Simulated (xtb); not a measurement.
A run for xtb: GFN2-xTB on C3H6 (SMILES C[C]C), 2S+1 = 3, a spin state set in the input, which need not be the lowest.

```
$ xtb mol.xyz --gfn 2 --opt tight --chrg 0 --uhf 2
9

C      1.23579973    -0.01405908    -0.04894848
C     -0.03773499     0.46454446    -0.70822929
C     -1.25413045     0.05263579     0.07526826
H      1.39557933    -1.09447061    -0.15426378
H      1.28301572     0.24230662     1.03342103
H      2.06590576     0.54341390    -0.54602577
H     -1.02767107    -0.89543303     0.62664476
H     -2.08522890    -0.13808698    -0.64617538
H     -1.57553512     0.83914892     0.79554769
```

It printed:

```
[...]
           -------------------------------------------------
          |                Calculation Setup                |
           -------------------------------------------------



           -------------------------------------------------
          |                 G F N 2 - x T B                 |
           -------------------------------------------------

        Reference                      10.1021/acs.jctc.8b01176
      * Hamiltonian:
        H0-scaling (s, p, d)           1.850000    2.230000    2.230000
        zeta-weighting                 0.500000
      * Dispersion:
        s8                             2.700000
        a1                             0.520000
        a2                             5.000000
        s9                             5.000000
      * Repulsion:
        kExp                           1.500000    1.000000
        rExp                           1.000000
      * Coulomb:
        alpha                          2.000000
        third order                    shell-resolved
        anisotropic                    true
        a3                             3.000000
        a5                             4.000000
        cn-shift                       1.200000
        cn-exp                         4.000000
        max-rad                        5.000000


          ...................................................
          :                      SETUP                      :
          :.................................................:
          :  # basis functions                  18          :
          :  # atomic orbitals                  18          :
          :  # shells                           12          :
          :  # electrons                        18          :
          :  max. iterations                   250          :
          :  Hamiltonian                  GFN2-xTB          :
          :  restarted?                      false          :
          :  GBSA solvation                  false          :
          :  PC potential                    false          :
          :  electronic temp.          300.0000000     K    :
          :  accuracy                    1.0000000          :
          :  -> integral cutoff          0.2500000E+02      :
          :  -> integral neglect         0.1000000E-07      :
          :  -> SCF convergence          0.1000000E-05 Eh   :
          :  -> wf. convergence          0.1000000E-03 e    :
          :  Broyden damping             0.4000000          :
          :  net charge                          0          :
          :  unpaired electrons                  2          :
          ...................................................

 iter      E             dE          RMSdq      gap      omega  full diag
   1     -9.3839116 -0.938391E+01  0.279E+00   10.67       0.0  T
   2     -9.3981430 -0.142315E-01  0.140E+00   10.86       1.0  T
   3     -9.3986422 -0.499200E-03  0.588E-01   10.95       1.0  T
   4     -9.3987476 -0.105329E-03  0.126E-01   10.77       1.0  T
   5     -9.3987912 -0.436281E-04  0.674E-02   10.81       1.0  T
   6     -9.3987929 -0.170058E-05  0.955E-03   10.80       3.5  T
   7     -9.3987931 -0.240117E-06  0.346E-03   10.80       9.6  T
   8     -9.3987932 -0.216169E-07  0.119E-03   10.80      28.0  T
   9     -9.3987932 -0.624260E-08  0.320E-04   10.80     104.1  T
  10     -9.3987932 -0.606555E-10  0.480E-05   10.80     694.8  T

   *** convergence criteria satisfied after 10 iterations ***

         #    Occupation            Energy/Eh            Energy/eV
      -------------------------------------------------------------
         1        2.0000           -0.6051281             -16.4664
       ...           ...                  ...                  ...
         4        2.0000           -0.4892948             -13.3144
         5        2.0000           -0.4860188             -13.2252
         6        2.0000           -0.4739495             -12.8968
         7        2.0000           -0.4656297             -12.6704
         8        2.0000           -0.4287765             -11.6676
         9        1.0000           -0.3381209              -9.2007
        10        1.0000           -0.2829007              -7.6981 (HOMO)
        11                          0.1139739               3.1014 (LUMO)
        12                          0.1170484               3.1850
        13                          0.1426062               3.8805
        14                          0.1540923               4.1931
        15                          0.1836087               4.9962
       ...                                ...                  ...
        18                          0.2499388               6.8012
      -------------------------------------------------------------
                  HL-Gap            0.3968746 Eh           10.7995 eV
             Fermi-level           -0.2339561 Eh           -6.3663 eV

 transition dipole moment (au) for excitation:           9          10
     X   
[...]
         ...
        18                          0.4077197              11.0946
      -------------------------------------------------------------
                  HL-Gap            0.3900767 Eh           10.6145 eV
             Fermi-level           -0.2252491 Eh           -6.1293 eV

 transition dipole moment (au) for excitation:           9          10
     X       Y       Z
  -0.0004  -0.0201  -0.0019  total (au/Debye):    0.020   0.051
 dE (eV)             :    0.858
 oscillator strength :  0.12147E-04

 SCC (total)                   0 d,  0 h,  0 min,  0.002 sec
 SCC setup                      ...        0 min,  0.000 sec (  2.192%)
 Dispersion                     ...        0 min,  0.000 sec (  0.916%)
 classical contributions        ...        0 min,  0.000 sec (  0.430%)
 integral evaluation            ...        0 min,  0.000 sec ( 15.563%)
 iterations                     ...        0 min,  0.001 sec ( 26.586%)
 molecular gradient             ...        0 min,  0.001 sec ( 33.530%)
 printout                       ...        0 min,  0.000 sec ( 19.875%)

         :::::::::::::::::::::::::::::::::::::::::::::::::::::
         ::                     SUMMARY                     ::
         :::::::::::::::::::::::::::::::::::::::::::::::::::::
         :: total energy              -9.297876489871 Eh    ::
         :: gradient norm              0.000131629141 Eh/a0 ::
         :: HOMO-LUMO gap             10.614526069832 eV    ::
         ::.................................................::
         :: SCC energy                -9.438726193093 Eh    ::
         :: -> isotropic ES            0.003617251686 Eh    ::
         :: -> anisotropic ES          0.003085583116 Eh    ::
         :: -> anisotropic XC          0.005780647956 Eh    ::
         :: -> dispersion             -0.002931165468 Eh    ::
         :: repulsion energy           0.140849703222 Eh    ::
         :: add. restraining           0.000000000000 Eh    ::
         :: total charge              -0.000000000000 e     ::
         :::::::::::::::::::::::::::::::::::::::::::::::::::::

           -------------------------------------------------
          |                Property Printout                |
           -------------------------------------------------

    * Orbital Energies and Occupations

         #    Occupation            Energy/Eh            Energy/eV
      -------------------------------------------------------------
         1        2.0000           -0.6038237             -16.4309
         2        2.0000           -0.5889683             -16.0266
         3        2.0000           -0.5270900             -14.3428
         4        2.0000           -0.4879972             -13.2791
         5        2.0000           -0.4855293             -13.2119
         6        2.0000           -0.4756151             -12.9421
         7        2.0000           -0.4662287             -12.6867
         8        2.0000           -0.4472796             -12.1711
         9        1.0000           -0.3022850              -8.2256
        10        1.0000           -0.2707543              -7.3676 (HOMO)
        11                          0.1193223               3.2469 (LUMO)
        12                          0.1724941               4.6938
        13                          0.1776883               4.8351
        14                          0.1946134               5.2957
        15                          0.1986795               5.4063
        16                          0.2260824               6.1520
        17                          0.2579590               7.0194
        18                          0.4077197              11.0946
      -------------------------------------------------------------
                  HL-Gap            0.3900767 Eh           10.6145 eV
             Fermi-level           -0.2252491 Eh           -6.1293 eV

     #   Z          covCN         q      C6AA      α(0)
     1   6 C        3.750    -0.079    22.077     6.701
     2   6 C        1.958    -0.124    34.533     9.490
     3   6 C        3.750    -0.079    22.077     6.701
     4   1 H        0.923     0.044     2.393     2.419
     5   1 H        0.923     0.044     2.392     2.419
     6   1 H        0.924     0.052     2.290     2.366
     7   1 H        0.923     0.044     2.393     2.419
     8   1 H        0.924     0.052     2.290     2.366
     9   1 H        0.923     0.044     2.392     2.419

 Mol. C6AA /au·bohr⁶  :        597.822758
 Mol. C8AA /au·bohr⁸  :      12995.554071
 Mol. α(0) /au        :         37.300249


Wiberg/Mayer (AO) data.
largest (>0.10) Wiberg bond orders for each atom

 ---------------------------------------------------------------------------
     #   Z sym  total        # sym  WBO       # sym  WBO       # sym  WBO
 ---------------------------------------------------------------------------
     1   6 C    3.996 --     2 C    1.137     6 H    0.961     4 H    0.938
                             5 H    0.937
     2   6 C    2.518 --     1 C    1.137     3 C    1.137
     3   6 C    3.996 --     2 C    1.137     8 H    0.961     7 H    0.937
                             9 H    0.937
     4   1 H    0.995 --     1 C    0.938
     5   1 H    0.995 --     1 C    0.937
     6   1 H    0.997 --     1 C    0.961
     7   1 H    0.995 --     3 C    0.937
     8   1 H    0.997 --     3 C    0.961
     9   1 H    0.995 --     3 C    0.937
 ---------------------------------------------------------------------------

Topologies differ in total number of bonds
Writing topology from bond orders to xtbtopo.mol

molecular dipole:
                 x           y           z       tot (Debye)
 q only:        0.008      -0.068       0.173
   full:        0.016      -0.139       0.353       0.965
molecular quadrupole (traceless):
                xx          xy          yy          xz          yz          zz
 q only:        1.651       0.044      -0.746      -0.100       0.086      -0.905
  q+dip:        2.408       0.065      -1.017      -0.151       0.200      -1.391
   full:        2.048       0.057      -0.829      -0.130       0.209      -1.219

           -------------------------------------------------
          |                Geometry Summary                 |
           -------------------------------------------------

      molecular mass/u    :       42.0798522
   center of mass at/Å    :       -0.0074855       0.0662208      -0.1196662
  moments of inertia/u·Å² :        0.9086981E+01   0.6402868E+02   0.6675726E+02
rotational constants/cm⁻¹ :        0.1855141E+01   0.2632825E+00   0.2525213E+00

 * 6 selected distances

     #   Z          #   Z                                           value/Å
     1   6 C        4   1 H                                       1.1007728 (max)
     1   6 C        5   1 H                                       1.1007274
     1   6 C        6   1 H                                       1.0913618
     3   6 C        7   1 H                                       1.1007436
     3   6 C        8   1 H                                       1.0913450 (min)
     3   6 C        9   1 H                                       1.1007393

 * 1 distinct bonds (by element types)

   Z      Z             #   av. dist./Å        max./Å        min./Å
   1 H    6 C           6     1.0976150     1.1007728     1.0913450


optimized geometry written to: xtbopt.xyz


           -------------------------------------------------
          | TOTAL ENERGY               -9.297876489871 Eh   |
          | GRADIENT NORM               0.000131629141 Eh/α |
          | HOMO-LUMO GAP              10.614526069832 eV   |
           -------------------------------------------------

------------------------------------------------------------------------
------------------------------------------------------------------------
 total:
 SCF:
Note: The following floating-point exceptions are signalling: IEEE_UNDERFLOW_FLAG IEEE_DENORMAL
normal termination of xtb
 ANC optimizer:
```

The run finished.

Cost: about 0.10 core-seconds (a rough figure).
